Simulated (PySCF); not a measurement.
**Ionisation energy of Kr+ by level of theory**

Kr+ [Ar] 3d10 4s2 4p5 (2P) → Kr(2+) [Ar] 3d10 4s2 4p4 (3P), as a difference of total energies. All numbers are calculated (PySCF 2.14, scalar relativity by spin-free X2C-1e, in x2c-TZVPPall (6s5p4d1f, 48 functions)). Correlated levels: valence: [Ar] 3d10 frozen. The calculations carry no spin-orbit coupling.

| method | ionisation energy (eV) | plus first-order spin-orbit estimate | error of that sum (eV) |
| --- | --- | --- | --- |
| UHF | 23.252 | 23.228 | -1.132 |
| MP2 (valence) | 24.075 | 24.051 | -0.309 |
| SCS-MP2 (valence) | 24.072 | 24.048 | -0.312 |
| CCSD (valence) | 24.081 | 24.057 | -0.303 |
| CCSD(T) (valence) | 24.110 | 24.086 | -0.274 |
| CCSDT (valence) | 24.111 | 24.086 | -0.274 |

Reference: 24.360 eV (measured; NIST Atomic Spectra Database, ionization energies).

A first-order spin-orbit estimate (lowest level to lowest level, LS coupling) adds -0.024 eV.

Errors of the correlated levels include the incompleteness of this basis and the frozen core.
